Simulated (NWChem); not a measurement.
GeHSF, singlet; SMILES [Ge]([SH])[F]

```xyz
4

Ge    -0.4283     0.5253     0.0000
F      1.1811     1.2279     0.0000
S      0.2558    -1.6119     0.0000
H     -1.0166    -2.0717     0.0000
```
Atoms are numbered in this order, from 1.

Results from NWChem. Pople sets run with spherical d functions. Low-valent species are run as closed-shell singlets; no triplet was tried in these runs. The geometry was optimised at PBE0/def2-SVP. Vertical excitations in the gas phase; the lowest state need not have the same character in each row.

**Question.** Order these by “lowest excitation, singlet (eV)”, lowest first: BHandHLYP/6-31G*, full TDDFT; PBE/6-31G*, full TDDFT; CAM-B3LYP/6-31G*, full TDDFT.

**Answer.** PBE/6-31G*, full TDDFT (3.81), CAM-B3LYP/6-31G*, full TDDFT (3.92), BHandHLYP/6-31G*, full TDDFT (4.03)
